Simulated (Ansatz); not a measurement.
`F[Si]Cl` + `[SiH3]N[SiH3]` → `F[Si]N([SiH3])[SiH3]` + HCl at 600 K and 1 bar (ligand exchange at the Si–Cl bond).

Computed with Ansatz on PBE0-D4/def2-TZVP structures; ΔE is electronic, products minus reactants. CCSD(T)/CBS is the MP2 limit (def2-TZVPP, def2-QZVPP) plus CCSD(T) − MP2 in def2-TZVPP, frozen cores. This one scheme is used for every species. Each species was taken in one conformer, which may not be the lowest.

| species | CCSD(T)/CBS energy (Eh) | H − E (kJ/mol) | S (J/(mol·K)) |
| --- | --- | --- | --- |
| `F[Si]Cl` | -848.72390 | 37.4 | 311.4 |
| `[SiH3]N[SiH3]` | -637.10515 | 230.1 | 420.5 |
| `F[Si]N([SiH3])[SiH3]` | -1025.44155 | 228.8 | 481.6 |
| HCl | -460.38127 | 35.4 | 207.2 |

H − E and S are ideal-gas, rigid-rotor, harmonic terms from PBE0-D4/def2-TZVP, for one conformer and one mirror image of each species. 1 Eh = 2625.50 kJ/mol, R = 8.31446 J/(mol·K).

Q: By hand: ΔE, ΔH, ΔS and ΔG.

A: ΔE = (-1025.44155) + (-460.38127) − (-848.72390) − (-637.10515) = 0.00623 Eh = 16.4 kJ/mol. Δ(H − E) = 228.8 + 35.4 − 37.4 − 230.1 = -3.3, so ΔH = 13.1 kJ/mol. ΔS = 481.6 + 207.2 − 311.4 − 420.5 = -43.1 J/(mol·K). ΔG = 13.1 − 600 × (-43.1)/1000 = 39.0 kJ/mol.

Q: By hand: the equilibrium constant, and the temperature at which ΔG would vanish if ΔH and ΔS stayed fixed.

A: log₁₀ K = −ΔG/(RT ln 10) = -3.4. ΔH and −TΔS have one sign here, so there is no such temperature.

TΔS isn't small against ΔH here. A doubt of 5 kJ/mol in ΔE shifts log₁₀ K by 0.4 here. Other conformers and mirror images would add mixing entropy, several J/(mol·K) or more a flexible species. Modes under 60 cm⁻¹, often nearly free rotors, make the harmonic entropy too high. These are equilibria of isolated gas molecules and say nothing of rates. Largest T1 diagnostic: 0.014 (customary marks: 0.02 for closed shells, 0.045 for open ones).
